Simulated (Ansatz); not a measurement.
Born–Oppenheimer molecular dynamics of BCl₂H₅NP (10 atoms, charge 0, multiplicity 1). It starts at the highest image of a converged band. Of that band: The profile has 2 maxima (images 5, 7) with wells between them (image 6): this band takes more than one step, which may be the mechanism or a detour left from its start path. Neighbouring images differ by up to 2.1 eV, so the band resolves the path poorly. A vibrational analysis at the climbing image gives one clearly imaginary mode, 1380i cm⁻¹: a first-order saddle point.

Level of theory: RKS BLYP/def2-SVP (Ansatz).

* ensemble: NVE (velocity Verlet)
* time step: 0.5 fs
* steps asked: 200
* starting velocities drawn for: 300 K
* seed: 3507

First frame:

```xyz
10
Properties=species:S:1:pos:R:3
B -0.313 0.131 0.450
N 0.236 -0.126 1.875
H -0.374 -0.685 2.487
H 1.215 -0.436 1.935
Cl 0.969 0.217 -0.819
Cl -1.890 -0.646 0.053
P -0.794 2.603 1.161
H -0.401 2.842 -0.191
H -2.168 2.310 0.893
H -0.070 1.164 1.847
```

Q: How far do the bonds stretch over the last three quarters of this one trajectory? (Pairs bonded in most of those frames.)

A: 
```
  bond  mean (Å)  spread (Å)  shortest  longest
 B1–N2     1.418       0.021      1.37     1.46
B1–Cl5     1.797       0.037      1.74     1.87
B1–Cl6     1.801       0.023      1.75     1.84
 N2–H3     1.028       0.027      0.98     1.07
 N2–H4     1.032       0.026      0.99     1.07
 P7–H8     1.441       0.014      1.42     1.47
 P7–H9     1.443       0.046      1.37     1.51
P7–H10     1.474       0.106      1.30     1.62
```

Mean temperature of the second half: 1777 K. The conserved energy stayed within 0.25 meV per atom of its start (net change -0.052 meV per atom), so the integration is sound. The kinetic energy rose, since the run started high on the potential surface and went downhill. It ends in pieces (BCl2H2N + H3P), so much of that is their flight and rotation, not heat. A run of 0.1 ps of so small a system gives no equilibrium averages. The orbitals stay closed-shell, which can raise the energy where a bond breaks towards radicals; this wasn't checked here.

The run took 7.8 min on 2 threads of Arm Neoverse V1 (shared host), peak memory 0.16 GiB.
